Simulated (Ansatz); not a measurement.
Total energies of C6H16ClNO2Ti (`CC[N](CC)[Ti]([Cl])([O]C)[O]C`).

Z-matrix (Å, degrees):
```
Ti
C 1 2.807
O 1 1.774 2 92.1
Cl 1 2.254 2 94.9 3 108.6
C 1 2.974 2 50.5 3 -134.1
C 1 3.064 2 141.8 3 -110.0
N 1 1.861 2 27.8 3 -132.3
O 1 1.770 2 134.0 3 -124.8
C 2 1.521 1 125.4 3 47.7
H 2 1.100 1 122.8 3 -149.9
H 2 1.098 1 71.8 3 -53.2
C 3 1.387 1 158.9 2 9.8
C 5 1.521 1 106.3 2 111.8
H 5 1.095 1 85.7 2 -139.9
H 5 1.098 1 135.0 2 -31.3
H 6 1.095 1 95.5 2 108.4
H 6 1.094 1 113.5 2 -138.4
H 6 1.095 1 120.7 2 -7.2
H 9 1.092 2 111.4 1 104.5
H 9 1.092 2 110.8 1 -15.8
H 9 1.093 2 110.3 1 -136.0
H 12 1.095 3 110.2 1 -144.2
H 12 1.096 3 111.2 1 -24.1
H 12 1.095 3 110.1 1 96.2
H 13 1.091 5 111.6 1 -90.7
H 13 1.093 5 110.5 1 148.7
H 13 1.092 5 110.1 1 29.3
```

Charge 0, multiplicity 1. Correlated methods include outer-core shells of Ti, which these sets cover unevenly. Scalar relativity is left out up to krypton. The structure was optimised at the PBE0-D4/def2-TZVP level. It is one conformer, not always the lowest. Basis def2-TZVPP, Ansatz 0.2.0.

RPA on PBE orbitals: Hartree–Fock energy of these orbitals -1748.78617 Eh, correlation -3.82932 Eh (frozen core).

```json
{"functional": "LDA (SPW92)", "energy without D4 (Eh)": "-1746.26350", "D4 term (kJ/mol)": "–"}
{"functional": "revPBE", "energy without D4 (Eh)": "-1753.20783", "D4 term (kJ/mol)": "-211.4"}
{"functional": "r2SCAN", "energy without D4 (Eh)": "-1753.23178", "D4 term (kJ/mol)": "-22.3"}
{"functional": "PBE0", "energy without D4 (Eh)": "-1752.65199", "D4 term (kJ/mol)": "-65.5"}
{"functional": "B3LYP", "energy without D4 (Eh)": "-1753.57700", "D4 term (kJ/mol)": "-117.7"}
{"functional": "r2SCAN0", "energy without D4 (Eh)": "-1753.13134", "D4 term (kJ/mol)": "-25.8"}
{"functional": "HSE06 (plane-wave form)", "energy without D4 (Eh)": "-1752.61172", "D4 term (kJ/mol)": "-61.5"}
{"functional": "BHLYP", "energy without D4 (Eh)": "-1753.21521", "D4 term (kJ/mol)": "-90.6"}
{"functional": "CAM-B3LYP", "energy without D4 (Eh)": "-1753.35980", "D4 term (kJ/mol)": "-67.2"}
{"functional": "LC-ωPBE", "energy without D4 (Eh)": "-1752.94350", "D4 term (kJ/mol)": "–"}
{"functional": "ωB97X-V", "energy without D4 (Eh)": "-1753.19959", "D4 term (kJ/mol)": "–"}
{"functional": "ωB97M-V", "energy without D4 (Eh)": "-1753.23563", "D4 term (kJ/mol)": "–"}
{"functional": "B2PLYP", "energy without D4 (Eh)": "-1752.87408", "D4 term (kJ/mol)": "–"}
{"functional": "PBE-QIDH", "energy without D4 (Eh)": "-1752.40061", "D4 term (kJ/mol)": "–"}
```

(1) Give the same for PBE, BLYP, B97M-V, r2SCANh. (Best estimate.)

B3LYP takes the VWN-RPA correlation (the form of Gaussian; ORCA's B3LYP/G). HSE06 is the plane-wave form, built on full-range PBE exchange. The double hybrids freeze the cores in their second-order part.

Answers

(1) Computed: 
```json
{"functional": "PBE", "energy without D4 (Eh)": "-1752.57278", "D4 term (kJ/mol)": "-75.1"}
{"functional": "BLYP", "energy without D4 (Eh)": "-1753.38479", "D4 term (kJ/mol)": "-156.6"}
{"functional": "B97M-V", "energy without D4 (Eh)": "-1753.15985", "D4 term (kJ/mol)": "–"}
{"functional": "r2SCANh", "energy without D4 (Eh)": "-1753.18988", "D4 term (kJ/mol)": "-23.6"}
```

LC-ωPBE has ω = 0.4 bohr⁻¹.
